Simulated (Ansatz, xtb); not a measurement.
# Two isomers of C3H7F2In

Structure X is `CC[CH2][In]([F])[F]`, a singlet and structure Y is `C[CH](C)[In]([F])[F]`, a singlet. Both are isolated molecules in the gas phase, relaxed with PBE0-D4/def2-SVP; the shapes shown needn't be the lowest conformers.

X (Å):

```yaml
atoms:
  - { symbol: C, position_ang: [-1.1786, 1.4988, -0.2154] }
  - { symbol: C, position_ang: [-0.6520, 0.7062, 0.9715] }
  - { symbol: C, position_ang: [-0.7109, -0.8040, 0.7810] }
  - { symbol: F, position_ang: [0.6513, -3.2458, -1.6759] }
  - { symbol: F, position_ang: [0.9395, -0.1709, -2.3688] }
  - { symbol: In, position_ang: [0.2636, -1.4411, -1.0278] }
  - { symbol: H, position_ang: [-2.2180, 1.2191, -0.4536] }
  - { symbol: H, position_ang: [-0.5621, 1.3247, -1.1148] }
  - { symbol: H, position_ang: [-1.1669, 2.5801, -0.0135] }
  - { symbol: H, position_ang: [0.3845, 1.0146, 1.1891] }
  - { symbol: H, position_ang: [-1.2336, 0.9601, 1.8764] }
  - { symbol: H, position_ang: [-1.7474, -1.1680, 0.6866] }
  - { symbol: H, position_ang: [-0.2441, -1.3627, 1.6062] }
```

Y (Å):

```xyz
13

C    -0.9573    1.3627    0.1386
C    -0.2029    0.5610    1.1895
C    -0.9975   -0.6259    1.7211
F     2.0449   -0.6229   -1.4543
F     3.3749   -0.3758    1.4039
In    1.7057   -0.1149    0.4099
H    -0.4001    2.2509   -0.1959
H    -1.9186    1.7152    0.5536
H    -1.1898    0.7597   -0.7531
H     0.0839    1.2152    2.0286
H    -0.4613   -1.1769    2.5089
H    -1.2586   -1.3405    0.9241
H    -1.9487   -0.2732    2.1587
```

Which of the two would you expect CCSD(T)/def2-SVP + ΔMP2/def2-TZVPP electronic energies to favour?

Structure X; the calculation gives E(Y) − E(X) = +9.7 kJ/mol.

The same difference at several levels:

```csv
level,geometry,E(Y) − E(X) (kJ/mol),departure from the last row (kJ/mol),"job, with rough time for the two"
PBE0-D4/def2-SVP,PBE0-D4/def2-SVP,+12.4,+2.8,"optimisation, 2.2 min"
HF/def2-SVP,PBE0-D4/def2-SVP,+11.9,+2.2,part of the CCSD(T) run
MP2/def2-SVP,PBE0-D4/def2-SVP,+11.2,+1.6,part of the CCSD(T) run
CCSD(T)/def2-SVP,PBE0-D4/def2-SVP,+11.3,+1.6,single point
CCSD(T)/def2-SVP + ΔMP2/def2-TZVPP,PBE0-D4/def2-SVP,+9.7,,"single point, 2 min"
```

As drawn, both hold the same kinds of bond in the same numbers. Structure X has 1 methyl group, Y 2.

The levels shown agree on the order. The largest departure from CCSD(T)/def2-SVP + ΔMP2/def2-TZVPP is that of PBE0-D4/def2-SVP, 2.8 kJ/mol. Levels run at GFN2-xTB geometries aren't shown. The last row adds to CCSD(T) the change of the MP2 difference between the two basis sets, here −1.6 kJ/mol.

With thermal terms from frequencies at re-optimised GFN2-xTB minima (ideal gas, soft modes damped towards free rotors, one conformer each, 298.15 K, 1 atm): on the last row, ΔE + ΔZPE = +8.8, ΔH = +9.7, ΔG = +7.8 kJ/mol.

The correlated steps freeze 9 core orbitals; the filled d shell of In is correlated, in a basis made for valence electrons. Atoms past krypton carry core potentials in the def2 sets and no spin–orbit term is included. Programs: Ansatz 0.2.0, xtb 6.7.1; the last row on 2 threads of Arm Neoverse V1 on a shared host.
